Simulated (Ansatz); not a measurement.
System: 2,3-dihydro-1,4-diselenine, C4H6Se2, charge 0, multiplicity 1. 
Structure (B3LYP-D3(BJ)/def2-TZVP (Ansatz, a first-principles code) minimum search):
```
C
H 1 1.0870
H 1 1.0909 2 108.69
C 1 1.5170 2 111.49 3 122.09
H 4 1.0870 1 111.49 2 173.85
H 4 1.0909 5 108.69 1 -122.09
Se 4 1.9687 5 108.52 6 -112.11
C 7 1.9018 4 99.72 5 -75.82
C 8 1.3295 7 129.52 4 -11.17
H 9 1.0833 8 119.28 7 178.10
H 8 1.0833 9 119.28 10 -1.29
Se 9 1.9018 10 111.20 8 -179.49
```

Basis-set convergence of Hartree-Fock and CCSD(T) correlation energies (hartree) with Ansatz. Correlated levels leave the core frozen unless marked. Spin-orbit coupling is left out. Frozen are the shells of the preceding noble gas and the d and f shells that filled before the atom's block. Non-relativistic.

| basis | functions | E(HF) | E(corr, CCSD(T)) |
|---|---|---|---|
| aug-cc-pVDZ | 218 | -4954.57390 | -0.91119 |
| aug-cc-pVTZ | 440 | ? | ? |

Q: Fill in the missing entries.

A: 
- aug-cc-pVTZ, E(HF): -4954.75961
- aug-cc-pVTZ, E(corr, CCSD(T)): -1.08686
